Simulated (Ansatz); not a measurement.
Basis-set series for AsBH$_{5}$N, SMILES `B[AsH]N`. The species carries charge 0 and has multiplicity 1. The geometry is a stationary point of PBE0-D4/def2-TZVP. It is one conformer, not always the lowest.

Z-matrix (Å, degrees):
```
B
As 1 1.972
H 1 1.194 2 117.7
H 1 1.195 2 121.3 3 171.6
N 2 1.855 1 107.5 3 154.9
H 2 1.518 1 98.3 3 51.9
H 5 1.010 2 110.2 1 119.3
H 5 1.011 2 113.0 1 -2.4
```

```csv
functional,basis,functions,energy (Eh),HOMO (eV),LUMO (eV)
PBE0-D4,def2-SVP,85,-2317.73447,-6.92,-1.93
PBE0-D4,def2-QZVPP,353,-2318.16496,-7.07,-2.06
ωB97M-V,def2-SVP,85,-2317.92807,-9.02,0.07
ωB97M-V,def2-QZVPP,353,-2318.36224,-9.18,-0.21
```

Q: Give the rows for def2-TZVPP. (An estimate is asked.)

A: Ansatz gave: 
```json
{"functional": "PBE0-D4", "basis": "def2-TZVPP", "functions": "180", "energy (Eh)": "-2318.11133", "HOMO (eV)": "-7.03", "LUMO (eV)": "-2.02"}
{"functional": "ωB97M-V", "basis": "def2-TZVPP", "functions": "180", "energy (Eh)": "-2318.30999", "HOMO (eV)": "-9.14", "LUMO (eV)": "-0.12"}
```

Scalar relativity is left out up to krypton.
